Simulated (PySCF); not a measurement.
Coordinates in bohr (charge 0 multiplicity 1):
```
Te    0.0000    0.0000   -0.3330
O     0.0000    0.0000    3.0673
H     2.4975    0.0000   -2.3553
H     0.0000    3.2636   -0.4908
H    -2.4975    0.0000   -2.3553
H     0.0000   -3.2636   -0.4908
```

Level of theory: PBE0/[Te def2-TZVP with ECP28, O def2-TZVP, H def2-TZVP], scalar-relativistic core potentials, density fitting, no spin–orbit coupling, PySCF.

This geometry of H4TeO is a stationary point at this level.

Problem. What is the point group?

Solution. C2v.

Problem. Is it a minimum?

Solution. Yes: all harmonic wavenumbers are real.

Problem. List the harmonic modes with their infrared intensities.

Solution. 
```tsv
symmetry	ω (cm⁻¹)	IR (km/mol)
b2	328	0.4
a1	604	1.1
b1	649	64.6
b2	817	99.5
a1	851	62.8
a1	917	132
b1	1050	89.7
a2	1110	0.0
b1	1816	458
a1	1829	19.1
b2	1951	115
a1	1979	92.5
```

Problem. Give the atomic charges and bond orders.

Solution. 
| atom | Mulliken | Löwdin | polar tensor | Mayer order to Te1 |
| --- | --- | --- | --- | --- |
| Te1 | 0.61 | 0.73 | 1.77 | – |
| O2 | -0.62 | -0.57 | -0.72 | 1.63 |
| H3,5 | 0.03 | -0.02 | -0.21 | 0.82 |
| H4,6 | -0.03 | -0.06 | -0.31 | 0.79 |

Problem. Give the ideal-gas entropy at 298.15 K and 1 bar by parts.

Solution. translation 171.3, rotation 85.3, vibration 11.4, spin 0.0; total 268.1 J/(mol K).

In C2v the vibrations span 3b2 + 5a1 + 3b1 + a2. The a2 mode carries no infrared intensity, as symmetry demands.

This need not be the most stable arrangement of these atoms.
